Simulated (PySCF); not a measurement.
B3LYP has the VWN-RPA correlation part, as in Gaussian. Excitations are Tamm–Dancoff values on a coarser integration grid. The basis has no diffuse functions, so Rydberg states are missing or too high.

Z-matrix (Å, degrees):
```
Si
H 1 1.4800
H 1 1.4811 2 109.81
H 1 1.4835 2 109.12 3 119.06
B 1 2.0344 2 110.78 4 119.29
F 5 1.3241 1 122.39 2 -18.47
F 5 1.3247 6 116.13 1 179.04
```
Charge 0, multiplicity 1.

**Question.** Estimate the HOMO, LUMO, S1–T1 gap (TDA), dipole moment and brightest of the four lowest singlets (TDA) that B3LYP-D3(BJ)/def2-TZVP (PySCF) returns for this input.

**Answer.** 
The HOMO comes out as -8.94 eV and the LUMO is -1.41 eV. The S1–T1 gap (TDA) is 1.38 eV, the dipole moment is 0.98 D and the brightest of the four lowest singlets (TDA) comes out as 7.81 eV.
